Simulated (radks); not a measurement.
Initial-state core-level shifts of the osmium ion Os3+ when its valence configuration changes from [Xe] 4f14 5d5. Method: non-relativistic Kohn-Sham, PBEsol, spin-unpolarised, spherical densities, point nucleus; relativity is left out, which matters for an element this heavy; computed with a radial shooting solver on a logarithmic mesh with Libxc functionals. Shifts are changes of the shell-averaged eigenvalues in eV (positive: less bound); the change of the density at the nucleus, which sets a Mossbauer isomer shift, is in e/bohr^3, on a base of 3.144e+05.

| valence | 2p | 3s | 3d | 5p | density at nucleus |
|---|---|---|---|---|---|
| 4f12 5d7 | -26.683 | -30.479 | -30.022 | -6.416 | +40.00 |
| 4f14 5d4 6s1 | -4.900 | -4.800 | -4.829 | -4.071 | +28.78 |
| 4f13.5 5d5 6s0.5 | -8.933 | -9.790 | -9.690 | -3.695 | +23.78 |
| 4f13 5d5 6s1 | -18.135 | -19.871 | -19.674 | -7.437 | +49.19 |
| 4f12 5d6 6s1 | -31.911 | -35.600 | -35.175 | -10.718 | +70.56 |
| 4f13 5d6 | -13.070 | -14.910 | -14.682 | -3.253 | +19.48 |
| 4f13 5d5 6p1 | -19.162 | -20.913 | -20.713 | -8.439 | +22.99 |
| 4f11 5d8 | -40.816 | -46.677 | -45.992 | -9.498 | +61.50 |
| 4f14 5d4 6p1 | -5.931 | -5.844 | -5.872 | -5.072 | +3.43 |
